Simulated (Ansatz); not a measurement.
`CNC([SiH3])S`, charge 0, multiplicity 1.

Problem. Give a relaxed structure at PBE0-D4/def2-TZVP (Ansatz). (Best estimate.)

Solution. The calculation gave: 
Z-matrix (Å, degrees):
```
C
N 1 1.449
H 1 1.092 2 110.1
H 1 1.102 2 113.6 3 -120.8
H 1 1.091 2 109.3 3 117.9
C 2 1.451 1 113.3 3 65.6
H 2 1.014 1 110.4 3 -172.2
S 6 1.808 2 111.3 1 158.5
Si 6 1.896 2 112.5 1 -80.4
H 6 1.106 2 113.0 1 43.9
H 8 1.345 6 96.8 2 67.0
H 9 1.485 6 108.0 2 -69.2
H 9 1.490 6 111.9 2 50.6
H 9 1.485 6 109.2 2 170.8
```
This is one stationary point; other conformers may exist.
